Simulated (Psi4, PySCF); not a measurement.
The Psi4 input:
```
memory 2 GB

molecule {
1 1
Ga    0.00000000    0.00000000    0.00000000
}

set {
  basis cc-pvtz
  scf_type pk
  puream true
  d_convergence 1e-8
  dft_radial_points 99
  dft_spherical_points 590
}

energy('b97m-v')
print_variables()
```

Q: Write the same job for PySCF.

A: Several could match; the one computed here: 
```python
from pyscf import gto, scf, dft

mol = gto.Mole()
mol.atom = '''
    Ga    0.00000000    0.00000000    0.00000000
'''
mol.basis = 'cc-pvtz'
mol.charge = 1
mol.verbose = 3
mol.build()

mf = dft.RKS(mol)
mf.xc = 'b97m_v'
mf.grids.atom_grid = (99, 590)
mf.grids.prune = None
mf.kernel()
```

Both were run: Psi4 gave -1924.251186 Eh and PySCF -1924.251183 Eh, 0.003 mEh apart.
